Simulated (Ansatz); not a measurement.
A single point on `O=C([O-])C(F)(F)F`.

```yaml
crystal:
  periodic: [false, false, false]
  atoms:
    - {symbol: O, position_ang: [1.508224, -1.054456, -0.094266]}
    - {symbol: C, position_ang: [0.455425, -0.734902, 0.471244]}
    - {symbol: O, position_ang: [-0.113587, -1.152766, 1.485071]}
    - {symbol: C, position_ang: [-0.286642, 0.441454, -0.271162]}
    - {symbol: F, position_ang: [0.478592, 1.554200, -0.349023]}
    - {symbol: F, position_ang: [-1.439048, 0.829896, 0.303752]}
    - {symbol: F, position_ang: [-0.602964, 0.116574, -1.545626]}
basis:
  gaussian: {orbitals: def2-TZVPPD}
total_charge: -1
hamiltonian: {xc: pbe}
correlation: {method: rpa}
```

```sh
$ ansatz run in.yaml --threads 2 --pin off --events-out ev --progress --plain --max-ram 32768MiB --backend cpu
```

It prints (some lines left out):

```
Functional definition: PBE
1759 factors; integrals over basis functions are off by at most 6.5e-4 eV
mean field evaluation 1: about -14306.9306 eV, gradient 6.0e1 eV
mean field evaluation 2: about -14306.9251 eV, gradient 6.0e1 eV
mean field evaluation 4: about -14312.4058 eV, gradient 1.8e1 eV
mean field evaluation 8: about -14313.1774 eV, gradient 6.5e-1 eV
mean field evaluation 16: about -14313.1779 eV, gradient 2.3e-3 eV
mean field -14313.17794595 eV, -525.9995876933 hartree, gradient 6.4e-6 eV, S^2 0.000000; 0 other end points of the search recorded, 0 dependent functions left out
7 core orbitals not correlated: weight in the atoms' cores, before any rotation towards them, 1.000 or more for the frozen orbitals, at most 0.000 for the correlated occupied ones
reference -14258.13131025 eV, -523.9766611434 hartree; 21, 21 occupied and 246, 246 virtual orbitals, 1759 factors
Total energy: -14320.19979402 eV, -526.2576358502 hartree
```

It took 18 s on 2 threads of a server CPU on a shared host, with 0.88 GiB of host memory at the peak.
